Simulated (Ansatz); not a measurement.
Ideal-gas functions of C2H4OSi, SMILES `O=C1C[SiH2]1` at 400 K and 1 bar, from an Ansatz frequency run at PBE0-D4/def2-TZVP.

Molar mass 72.14 g/mol, point group C1 (symmetry number 1), electronic degeneracy 1, moments of inertia 35.975, 110.05, 136.529 u Å². Harmonic wavenumbers (cm⁻¹, unscaled): 82, 375, 399, 430, 549, 626, 687, 737, 887, 947, 969, 987, 1346, 1878, 2237, 2265, 3086, 3171.

Use S(trans) = R[1.5 ln M + 2.5 ln T − 1.1517]; rotational temperatures θ = 24.2544 K / I; S(rot) = R[ln(√π/σ · √(T³/θAθBθC)) + 1.5]; for each mode x = 1.438777 ν̃/T, S = R[x/(eˣ − 1) − ln(1 − e⁻ˣ)] and H = RT x/(eˣ − 1); 1 cm⁻¹ = 0.0119627 kJ/mol; R = 8.31446 J/(mol·K).

Question: By hand: the entropy, in J/(mol·K).

Answer: Translation 168.3. Rotation: θ = 0.6742, 0.2204, 0.1777 K, giving 107.1. Vibration, mode by mode: 18.50, 6.43, 5.99, 5.47, 3.89, 3.13, 2.63, 2.28, 1.49, 1.25, 1.17, 1.12, 0.39, 0.08, 0.02, 0.02, 0.00, 0.00, in all 53.9. Electronic 0.0. Sum 329.3 J/(mol·K).

Question: By hand: H − E and G − E in kJ/mol, counted from the electronic energy.

Answer: Zero-point energy ½ × 21658 × 0.0119627 = 129.5; thermal vibration 12.4; translation, rotation and pV give 4 RT = 13.3. H − E = 155.2 kJ/mol, and G − E = 155.2 − 400 × 329.3/1000 = 23.5 kJ/mol.

Vibration gives 16 % of the entropy, 18.5 J/(mol·K) of it from the mode under 150 cm⁻¹: soft modes count most, and the harmonic formula is weakest for them. The sum counts one conformer and one mirror image; others add a mixing term.
